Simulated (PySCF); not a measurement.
**IrH₂⁺: breathing scan**

Computed with UPBE0 in PySCF with Ir def2-TZVP with ECP60, H def2-TZVP; scalar-relativistic core potentials, no spin–orbit coupling; density-fitted integrals.

Rigid scan from the triplet minimum (Ir–H 1.543 Å (×2); H–Ir–H 67.8°). Coordinate: all bonds to the central atom scaled together. Energies in kJ/mol from the minimum.

```
scale of all bonds to the centre  E (kJ/mol)  dipole size (D, about the centre of mass)  ⟨S²⟩
                            0.88        95.1                                       0.81  2.00
                            0.92        38.0                                       0.74  2.00
                            0.96         8.6                                       0.65  2.00
                            1.00         0.0                                       0.55  2.01
                            1.04         7.0                                       0.43  2.01
                            1.08        25.5                                       0.31  2.01
                            1.14        67.9                                       0.11  2.02
                            1.22       140.5                                       0.18  2.04
                            1.35       269.6                                       0.67  2.16
```

Open d and f shells are described by one determinant, and the ground state may have another occupation or spin. Spin–orbit coupling, left out here, can matter for elements this heavy.

Other isomers or separated fragments may lie lower.

The scan took 6.3 s on 2 threads of a shared Arm Neoverse V2 host; the process peaked at 0.54 GiB.
